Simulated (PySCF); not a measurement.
# How the method changes the constants of ZrCl

State: ⁴Σ⁻ (quartet), unpaired electrons σ ↑, δ ↑↑. Set-up: Zr def2-TZVPP with ECP28, Cl def2-TZVPP; scalar-relativistic core potentials (PySCF 2.14). De refers to Zr (4d2 5s2) + Cl in their high-spin ground configurations, without counterpoise correction. The functionals are run spin-unrestricted. A positive dipole means Zr(−)Cl(+).

| Level | Re (Å) | ωe (cm⁻¹) | De (eV) | μ (D) | CPU s a point (SCF and correlation, without the integrals) |
| --- | --- | --- | --- | --- | --- |
| UHF | 2.407 | 362 | n/a | -4.71 | 2 |
| UHF-MP2 | 2.326 | 396 | n/a | n/a | 3.7 |
| UHF-SCS-MP2 | 2.347 | 387 | n/a | n/a | n/a |
| UHF-CCSD | 2.351 | 387 | 4.32 | n/a | n/a |
| UHF-CCSD(T) | 2.345 | 390 | 4.40 | n/a | 220 |
| PBE | 2.322 | 389 | n/a | -3.45 | 2.5 |
| PBEsol | 2.299 | 402 | n/a | -3.29 | 1.2 |
| r²SCAN | 2.329 | 390 | n/a | -4.17 | 2.7 |
| PBE0 | 2.324 | 391 | n/a | -3.97 | 4.9 |
| M06 | 2.326 | 394 | n/a | -3.83 | 5.1 |
| MN15 | 2.320 | 395 | n/a | -4.00 | 4.5 |
| CAM-B3LYP | 2.343 | 386 | n/a | -4.03 | 6.5 |
| B2PLYP | 2.339 | 387 | n/a | -4.22 | 4.1 |

What does the step from GGA to meta-GGA do here, going from PBE to r²SCAN?

r²SCAN less PBE: +0.7 pm in Re, +0.3 % in ωe. 

What does second-order correlation do here, going from UHF to UHF-MP2?

UHF-MP2 less UHF: -8.1 pm in Re, +9.4 % in ωe. Correlation nearly always deepens the well. The bond shortens, as in weak, metallic or heavy-atom bonds, where dispersion and the correlation of outer-core electrons pull the atoms together.

What does the triples do here, going from UHF-CCSD to UHF-CCSD(T)?

UHF-CCSD(T) less UHF-CCSD: -0.6 pm in Re, +0.8 % in ωe, +0.08 eV in De. Correlation nearly always deepens the well. The bond shortens, as in weak, metallic or heavy-atom bonds, where dispersion and the correlation of outer-core electrons pull the atoms together.

Correlated steps freeze 5 core orbitals. De is left out where the level can put another filling of the metal’s s and d shells below the measured ground configuration, by anything from nothing to about 1 eV. Spin–orbit coupling is left out, which matters for elements this heavy, above all for dissociation energies. B2PLYP dipoles, levels and charges come from its SCF part alone. With d or f electrons several states lie close, and the lowest PBE0 determinant need not be the measured ground state.

The whole job (state search and all levels along the bond) took about 22 min on 2 threads of Arm Neoverse V1 (shared host), peak memory 4.3 GiB.
